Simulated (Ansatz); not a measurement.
**Stretch profile**

GaNH2F (SMILES [NH-][GaH][F]) (charge -1), closed shell, at its PBE0-D4/def2-TZVPD minimum:

```tsv
atom	x (Å)	y (Å)	z (Å)
N1	-0.9210	-1.1033	0.0682
Ga2	0.3982	0.0746	0.1388
F3	0.4000	1.7755	-0.5712
H4	-1.7140	-0.7018	-0.4383
H5	1.8368	-0.0451	0.8025
```

The bond length N1–H4 (1.023 Å at the minimum) is set to the values below, the two halves moving rigidly along the bond. Each method's energies count from its own value at the PBE0-D4 minimum structure. Program: Ansatz 0.2.0. Basis: def2-TZVPPD. Cores are frozen in the correlated methods. Filled d shells of the heavier atoms are correlated. The def2 sets are not built for correlating such inner shells, so the correlated values are less sure here. B3LYP uses VWN-RPA correlation.

```tsv
bond length (Å)	CCSD(T) (eV)	B3LYP-D4 (eV)	MP2 (eV)	r2SCAN-D4 (eV)
0.880	0.594	0.574	0.601	0.588
0.910	0.348	0.333	0.352	0.344
0.954	0.120	0.112	0.122	0.118
1.006	0.008	0.006	0.008	0.007
1.063	0.027	0.030	0.027	0.027
1.124	0.159	0.166	0.164	0.161
1.190	0.388	0.398	0.401	0.390
1.258	0.678	0.692	0.707	0.682
1.330	1.014	1.032	1.070	1.023
```

Minimum and curvature along this coordinate at CCSD(T): A fifth-order fit through the nearest points gives 1.025 Å, with a curvature of about 40 eV/Å².

Treat the two halves as rigid bodies and work out the harmonic wavenumber of this stretch from that curvature (ν̃ = 521.5 √(k/μ) cm⁻¹ with k in eV/Å² and μ in u).

The halves weigh 103.74 and 1.01 u, so μ = 103.74 × 1.01/104.75 = 1.000 u and ν̃ = 521.5 √(40/1.000) ≈ 3300 cm⁻¹. A true normal mode mixes in other motions, so this is a guide only.

Largest difference from the CCSD(T) curve over the scan: PBE-D4 0.076; PBE0-D4 0.061; wB97M-V 0.064; HF 0.261 eV. Each curve counts from its own value at the minimum.

The T1 diagnostic stays at or below 0.020.

For scale, one of the runs: CCSD(T)/def2-TZVPPD, 165 basis functions, launched by `ansatz run in.yaml --threads 2 --pin off --events-out ev --progress --plain --max-ram 4352MiB`. The run took 48 s on 2 CPU threads (shared host), with 1.4 GiB of host memory at its peak.
